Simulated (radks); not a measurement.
Results of a calculation; reference values are marked as such.
B4+, 1 electrons, occupied as 2s1 (not the ground configuration).

Code: a radial shooting solver on a logarithmic mesh with Libxc functionals. Model: Dirac Kohn-Sham, PBEsol, spin-unpolarised, spherical densities, point nucleus.

Energy parts (hartree):
total: -3.09083
kinetic: 3.07781
electron-nucleus: -6.20441
Hartree: 0.37565
exchange-correlation: -0.33989

Orbitals (lengths in bohr, moments of r in powers of bohr; <r^-3> diverges for s and p1/2; r(90%) holds 90 % of the orbital's charge):
[
 {"orbital": "2s1/2", "occ.": "1", "eigenvalue (hartree)": "-2.81094", "<r^4>": "4.635", "r(90%)": "1.83", "<r>": "1.201", "<r^-3>": "-"}
]

The highest occupied level is 2s1/2 at -76.490 eV. The density falls to 0.001 e/bohr^3 at r = 2.33 bohr.
